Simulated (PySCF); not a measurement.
Cost of excited-state runs on SMILES CO/C=C/c1ncncn1, C₆H₇N₃O

Molfile (atoms numbered from 1):
```
C6H7N3O
     RDKit          3D

 17 17  0  0  0  0  0  0  0  0999 V2000
    2.9883   -0.0157    0.1655 C   0  0  0  0  0  0  0  0  0  0  0  0
    2.0754   -0.9467    0.6955 O   0  0  0  0  0  0  0  0  0  0  0  0
    0.7873   -0.7784    0.4402 C   0  0  0  0  0  0  0  0  0  0  0  0
    0.2115    0.2033   -0.2887 C   0  0  0  0  0  0  0  0  0  0  0  0
   -1.2253    0.2496   -0.4771 C   0  0  0  0  0  0  0  0  0  0  0  0
   -1.7165    1.2586   -1.2160 N   0  0  0  0  0  0  0  0  0  0  0  0
   -3.0326    1.2640   -1.3633 C   0  0  0  0  0  0  0  0  0  0  0  0
   -3.8825    0.3767   -0.8532 N   0  0  0  0  0  0  0  0  0  0  0  0
   -3.2937   -0.5814   -0.1384 C   0  0  0  0  0  0  0  0  0  0  0  0
   -1.9969   -0.6996    0.0832 N   0  0  0  0  0  0  0  0  0  0  0  0
    3.9872   -0.3307    0.4897 H   0  0  0  0  0  0  0  0  0  0  0  0
    2.9463   -0.0029   -0.9364 H   0  0  0  0  0  0  0  0  0  0  0  0
    2.7825    0.9999    0.5427 H   0  0  0  0  0  0  0  0  0  0  0  0
    0.1682   -1.5546    0.8989 H   0  0  0  0  0  0  0  0  0  0  0  0
    0.7752    1.0024   -0.7693 H   0  0  0  0  0  0  0  0  0  0  0  0
   -3.4616    2.0774   -1.9626 H   0  0  0  0  0  0  0  0  0  0  0  0
   -3.9469   -1.3426    0.3074 H   0  0  0  0  0  0  0  0  0  0  0  0
  1  2  1  0
  2  3  1  0
  3  4  2  0
  4  5  1  0
  5  6  2  0
  6  7  1  0
  7  8  2  0
  8  9  1  0
  9 10  2  0
 10  5  1  0
  1 11  1  0
  1 12  1  0
  1 13  1  0
  3 14  1  0
  4 15  1  0
  7 16  1  0
  9 17  1  0
M  END
```

PySCF with density fitting, on 1 thread of an Arm Neoverse V1, shared host. Command: `OMP_NUM_THREADS=1 python excited_run.py task.json out`

(1) How long does each of these runs take, and how much memory?
- first hyperpolarisability, CAM-B3LYP/aug-cc-pVDZ; writes grids
- excited states, wB97X-D/aug-cc-pVDZ; Tamm-Dancoff; spin-orbit couplings; 6 states; 5 triplets; quadratic response for 4 states; writes grids
- excited states, CAM-B3LYP/aug-cc-pVDZ; two-photon moments; 8 states; quadratic response for 6 states; 0 triplets

Answers

(1) 
| run | level | basis functions | wall time | peak memory (GiB) |
| --- | --- | --- | --- | --- |
| first hyperpolarisability | CAM-B3LYP/aug-cc-pVDZ | 293 | 98 s | 1.3 |
| excited states | wB97X-D/aug-cc-pVDZ | 293 | 100 s | 1.2 |
| excited states | CAM-B3LYP/aug-cc-pVDZ | 293 | 120 s | 1.3 |

Times from a shared host are rough.
